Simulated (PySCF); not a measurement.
Computed shifts of a molecule C₂H₄BF₂N, KT2/pcSseg-1 (PySCF), GIAO, gas phase, equivalent atoms averaged, in ppm (number of nuclei): ¹³C: 167.7 (1), 102.6 (1). ¹⁹F: -130.5 (1), -156.8 (1). ¹⁵N: 77.9 (1). ¹H: 5.43 (1), 5.02 (1), 3.26 (1), 3.16 (1). References: ¹³C against TMS (σ = 185.1 ppm); ¹⁹F against CFCl3 (σ = 127.1 ppm); ¹¹B against BF3 (σ = 89.8 ppm); ¹⁵N against NH3 (σ = 266.2 ppm); ¹H against TMS (σ = 31.47 ppm), references at their B3LYP-D3(BJ)/def2-TZVP geometries, non-relativistic. Geometry optimised at PBE0-D3(BJ)/def2-SVP. Other conformers were not sampled.

Question: Which structure fits?
(A) C/N=C/B(F)F
(B) C/C=N/B(F)F
(C) C=C(F)B(N)F
(D) NB(F)/C=C\F

Answer: C, C=C(F)B(N)F
